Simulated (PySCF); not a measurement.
## SnF⁺: energy against distance

Set-up: Sn cc-pVDZ-PP with ECP28, F cc-pVDZ; scalar-relativistic core potentials (PySCF 2.14). Energies in eV from Sn⁺ + F in their ground configurations at the same level. State: ¹Σ⁺ (singlet), closed shell.

All columns are PBE. A positive dipole points towards F; it is taken about the centre of mass and depends on that origin.

```json
{"R (Å)": "1.647", "E (eV)": "-3.664", "μ (D)": "-1.90", "Mulliken charge on Sn (basis-dependent)": "1.27", "HOMO (eV)": "-15.00", "LUMO (eV)": "-9.70", "Mayer bond order": "1.23", "⟨S²⟩": "0.00"}
{"R (Å)": "1.724", "E (eV)": "-4.593", "μ (D)": "-2.26", "Mulliken charge on Sn (basis-dependent)": "1.26", "HOMO (eV)": "-15.07", "LUMO (eV)": "-9.82", "Mayer bond order": "1.24", "⟨S²⟩": "0.00"}
{"R (Å)": "1.800", "E (eV)": "-5.117", "μ (D)": "-2.61", "Mulliken charge on Sn (basis-dependent)": "1.26", "HOMO (eV)": "-15.08", "LUMO (eV)": "-9.92", "Mayer bond order": "1.25", "⟨S²⟩": "0.00"}
{"R (Å)": "1.858", "E (eV)": "-5.317", "μ (D)": "-2.85", "Mulliken charge on Sn (basis-dependent)": "1.26", "HOMO (eV)": "-15.05", "LUMO (eV)": "-10.00", "Mayer bond order": "1.26", "⟨S²⟩": "0.00"}
{"R (Å)": "1.915", "E (eV)": "-5.394", "μ (D)": "-3.09", "Mulliken charge on Sn (basis-dependent)": "1.26", "HOMO (eV)": "-14.99", "LUMO (eV)": "-10.08", "Mayer bond order": "1.26", "⟨S²⟩": "0.00"}
{"R (Å)": "1.972", "E (eV)": "-5.376", "μ (D)": "-3.32", "Mulliken charge on Sn (basis-dependent)": "1.26", "HOMO (eV)": "-14.90", "LUMO (eV)": "-10.16", "Mayer bond order": "1.26", "⟨S²⟩": "0.00"}
{"R (Å)": "2.049", "E (eV)": "-5.247", "μ (D)": "-3.61", "Mulliken charge on Sn (basis-dependent)": "1.27", "HOMO (eV)": "-14.47", "LUMO (eV)": "-10.25", "Mayer bond order": "1.26", "⟨S²⟩": "0.00"}
{"R (Å)": "2.145", "E (eV)": "-4.971", "μ (D)": "-3.95", "Mulliken charge on Sn (basis-dependent)": "1.27", "HOMO (eV)": "-13.99", "LUMO (eV)": "-10.37", "Mayer bond order": "1.26", "⟨S²⟩": "0.00"}
{"R (Å)": "2.260", "E (eV)": "-4.543", "μ (D)": "-4.32", "Mulliken charge on Sn (basis-dependent)": "1.27", "HOMO (eV)": "-13.49", "LUMO (eV)": "-10.50", "Mayer bond order": "1.25", "⟨S²⟩": "0.00"}
{"R (Å)": "2.413", "E (eV)": "-3.911", "μ (D)": "-4.74", "Mulliken charge on Sn (basis-dependent)": "1.26", "HOMO (eV)": "-12.95", "LUMO (eV)": "-10.65", "Mayer bond order": "1.26", "⟨S²⟩": "0.00"}
```

A fit through these points gives, at Re = 1.931 Å, μ = -3.16 D and dμ/dR = -4.02 D/Å; the reduced mass is 16.4 u.

Problem. How strong is the fundamental in the double-harmonic approximation, I = 42.26·(dμ/dR)²/μred km/mol?

Solution. I = 42.26·(-4.02)²/16.4 = 41.6 km/mol at PBE.

These are scalar-relativistic numbers at best; spin–orbit coupling would shift them, the dissociation energy most. For an ion De counts to the pair picked by the measured ionisation energies or electron affinities, which need not be the lowest pair at this level.
